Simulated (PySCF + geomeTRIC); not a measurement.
Method: PySCF + geomeTRIC with TPSS-D3(BJ)/def2-SVP. fastk is a local helper that only speeds up exchange builds. No frequencies were computed at this level.

```python
import json, numpy as np
from pyscf import gto, dft
from fastk import lowrank_exchange
atoms = """
Cd    -0.180270    -0.714534    -0.147806
Cl     0.897890    -0.250784     1.763392
O     -0.820908     0.682099    -1.310465
H     -1.276803     0.418223    -2.113469
"""
def scf(charge, spin, dm0=None):
    mol = gto.M(atom=atoms, basis='def2-svp', ecp={'Cd': 'def2-svp'}, charge=charge, spin=spin, verbose=3, max_memory=5040)
    mf = dft.KS(mol, xc='tpss').density_fit(auxbasis="def2-universal-jkfit")
    mf.disp = 'd3bj'
    mf.grids.level = 3
    mf.conv_tol = 1e-8
    mf.max_cycle = 120
    mf.level_shift = 0.25
    mf.kernel(dm0)
    if not mf.converged:
        mf = mf.newton().run(mf.mo_coeff, mf.mo_occ).undo_soscf()
    return mf
mf = scf(0, 0)
from pyscf.geomopt.geometric_solver import kernel as optimize
path = []
done, mol = optimize(mf, maxsteps=120, assert_convergence=False, callback=lambda env: path.append((env["energy"], bool(env["g_scanner"].converged))))
res = dict(converged=bool(done and path[-1][1]), energy=path[-1][0], path=[e for e, c in path], xyz=mol.atom_coords(unit="Angstrom").tolist(), nao=mol.nao)
json.dump(res, open("result.json", "w"))
```

Output:

```
converged SCF energy = -703.525491954847
Geometry optimization cycle 1
converged SCF energy = -703.525491955969
cycle 1: E = -703.525491956  dE = -703.525  norm(grad) = 0.0415205
Geometry optimization cycle 2
converged SCF energy = -703.535471888519
cycle 2: E = -703.535471889  dE = -0.00997993  norm(grad) = 0.0199901
Geometry optimization cycle 3
converged SCF energy = -703.544027681237
cycle 3: E = -703.544027681  dE = -0.00855579  norm(grad) = 0.0199763
Geometry optimization cycle 4
converged SCF energy = -703.551630027285
cycle 4: E = -703.551630027  dE = -0.00760235  norm(grad) = 0.0148958
Geometry optimization cycle 5
converged SCF energy = -703.553391671566
cycle 5: E = -703.553391672  dE = -0.00176164  norm(grad) = 0.00741921
Geometry optimization cycle 6
converged SCF energy = -703.553608563796
cycle 6: E = -703.553608564  dE = -0.000216892  norm(grad) = 0.00359334
Geometry optimization cycle 7
converged SCF energy = -703.553681219138
cycle 7: E = -703.553681219  dE = -7.26553e-05  norm(grad) = 0.000356677
Geometry optimization cycle 8
converged SCF energy = -703.55368194237
cycle 8: E = -703.553681942  dE = -7.23233e-07  norm(grad) = 0.000228251
<class 'geometric.internal.Distance'> : 3
<class 'geometric.internal.Angle'> : 2
<class 'geometric.internal.Dihedral'> : 1
<class 'geometric.internal.TranslationX'> : 1
<class 'geometric.internal.TranslationY'> : 1
<class 'geometric.internal.TranslationZ'> : 1
<class 'geometric.internal.RotationA'> : 1
<class 'geometric.internal.RotationB'> : 1
<class 'geometric.internal.RotationC'> : 1
Step    0 : Gradient = 2.076e-02/3.000e-02 (rms/max) Energy = -703.5254919560
Step    1 : Displace = 1.039e-01/1.442e-01 (rms/max) Trust = 1.000e-01 (=) Grad = 9.995e-03/1.272e-02 (rms/max) E (change) = -703.5354718885 (-9.980e-03) Quality = 1.101
Step    2 : Displace = 1.439e-01/1.862e-01 (rms/max) Trust = 1.414e-01 (+) Grad = 9.988e-03/1.539e-02 (rms/max) E (change) = -703.5440276812 (-8.556e-03) Quality = 1.229
Step    3 : Displace = 2.023e-01/3.091e-01 (rms/max) Trust = 2.000e-01 (+) Grad = 7.448e-03/1.001e-02 (rms/max) E (change) = -703.5516300273 (-7.602e-03) Quality = 1.061
Step    4 : Displace = 1.376e-01/2.030e-01 (rms/max) Trust = 2.828e-01 (+) Grad = 3.710e-03/5.779e-03 (rms/max) E (change) = -703.5533916716 (-1.762e-03) Quality = 0.998
Step    5 : Displace = 1.183e-02/1.433e-02 (rms/max) Trust = 3.000e-01 (+) Grad = 1.797e-03/2.882e-03 (rms/max) E (change) = -703.5536085638 (-2.169e-04) Quality = 1.514
Step    6 : Displace = 1.233e-02/1.465e-02 (rms/max) Trust = 3.000e-01 (=) Grad = 1.783e-04/2.443e-04 (rms/max) E (change) = -703.5536812191 (-7.266e-05) Quality = 0.980
Step    7 : Displace = 3.581e-04/4.557e-04 (rms/max) Trust = 3.000e-01 (=) Grad = 1.141e-04/1.630e-04 (rms/max) E (change) = -703.5536819424 (-7.232e-07) Quality = 0.623
Converged! =D
```

Cost: about 70 core-seconds (a rough figure).
